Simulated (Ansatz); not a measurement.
Relaxation of AlBH5NS (9 atoms, charge 0, multiplicity 1), to a largest force component of 0.02 eV/Å in at most 50 steps.

Computed with RKS B3LYP/def2-SVP (Ansatz 0.2.0).

```xyz
9
Properties=species:S:1:pos:R:3
B -1.798 0.816 0.146
S -1.390 -0.804 0.885
Al 0.795 -0.342 0.718
N 1.855 -0.778 -0.866
H -2.010 1.792 0.814
H -1.966 0.982 -1.037
H 1.609 0.377 1.945
H 1.700 -1.798 -1.015
H -0.395 -0.533 -0.242
```

**Question.** Where does it end, and by what steps?

**Answer.** It converged. After 20 steps the energy has fallen by 6.539 eV; H9 moved furthest, 2.25 Å. Parted: S2–H9 (1.53 → 3.58 Å), Al3–H9 (1.54 → 2.50 Å). Joined: N4–H9 (2.35 → 1.02 Å).

```tsv
step	energy less start (eV)	largest force component (eV/Å)	accepted
0	0.0000	6.462	yes
1	-1.4666	3.416	yes
2	-2.2828	2.517	yes
3	-2.8342	2.483	yes
4	-3.5166	2.707	yes
5	-4.3026	3.072	yes
6	-5.0040	2.524	yes
7	-5.4619	0.841	yes
8	-5.7549	0.601	yes
9	-5.9291	0.759	yes
10	-6.0685	0.670	yes
11	-6.1323	1.168	yes
12	-6.2737	0.515	yes
13	-6.3794	0.519	yes
14	-6.4608	0.369	yes
15	-6.5115	0.196	yes
16	-6.5344	0.133	yes
17	-6.5362	0.065	yes
18	-6.5384	0.144	yes
19	-6.5363	0.214	no
20	-6.5392	0.011	yes
```

```xyz
9
Properties=species:S:1:pos:R:3
B -2.028 1.143 0.342
S -1.786 -0.623 0.486
Al 0.429 -0.385 0.622
N 1.420 -1.288 -0.535
H -1.097 1.914 0.411
H -3.143 1.561 0.168
H 1.105 0.541 1.697
H 2.435 -1.247 -0.581
H 1.066 -1.904 -1.262
```

Whether the end is a true minimum wasn't checked by a vibrational analysis.

Run time: 53 s on 2 threads of Intel(R) Xeon(R) Platinum 8259CL CPU @ 2.50GHz (Skylake/Cascade Lake), with other jobs on the host, peak memory 0.2 GiB.
